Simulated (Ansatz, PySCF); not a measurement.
PySCF was given this input:
```python
from pyscf import gto, scf, dft

mol = gto.Mole()
mol.atom = '''
    Au   -0.684900   -0.604800   -0.643200
    Cl    0.684900    0.604800    0.643200
'''
mol.basis = 'def2-svp'
mol.ecp = {'Au': 'def2-svp'}
mol.charge = -1
mol.spin = 1
mol.verbose = 4
mol.build()

mf = dft.UKS(mol)
mf.xc = 'revpbe'
mf.grids.atom_grid = (99, 590)
mf.grids.prune = None
mf.kernel()
```

Task: Give the equivalent Ansatz (a program for electronic structure) input.

Result: One answer among several that fit: 
Ansatz 0.2 input:
```yaml
crystal:
  periodic: [false, false, false]
  atoms:
    - {symbol: Au, position_ang: [-0.68490000, -0.60480000, -0.64320000]}
    - {symbol: Cl, position_ang: [0.68490000, 0.60480000, 0.64320000]}
basis:
  gaussian:
    orbitals: def2-SVP
hamiltonian:
  xc: revpbe
total_charge: -1
magnetization: {spin_polarized: true, initial_magnetization: 1}
accuracy: high
```

Both were run: PySCF gave -595.854064 Eh and Ansatz -595.854065 Eh, 0.000 mEh apart.
